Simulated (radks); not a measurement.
Question: These are the eigenvalues of the occupied orbitals of an atom or ion with whole-number occupations (eV). Calculated with a radial shooting solver on a logarithmic mesh with Libxc functionals: Dirac Kohn-Sham, PBEsol, spin-unpolarised, spherical densities, finite nucleus; Fermi nuclear charge, rms radius of each element as measured or else 0.836 A^(1/3) + 0.57 fm.

| orbital | eigenvalue |
|---|---|
| 1s1/2 | -12676.33 |
| 2s1/2 | -1780.722 |
| 2p1/2 | -1617.071 |
| 2p3/2 | -1575.183 |
| 3p1/2 | -315.2501 |
| 3p3/2 | -308.7945 |
| 3d3/2 | -210.7541 |
| 3d5/2 | -209.6643 |
| 4f5/2 | -54.9876 |

Which element is it, and in what charge state? The configuration may be excited. Open shells, if any, fill j = l - 1/2 first.

Answer: Z = 34, selenium, charge +7: Se7+ in [Ne] 3p6 3d9 4f2. The list shows which subshells hold electrons but not how many an open one holds; the 1s level, -465.85 hartree, gives Z - s = 30.5 by -(Z - s)^2/2, which with screening and relativity narrows Z to a few neighbours, and the depths of the outer levels then fix element, charge and occupations together.
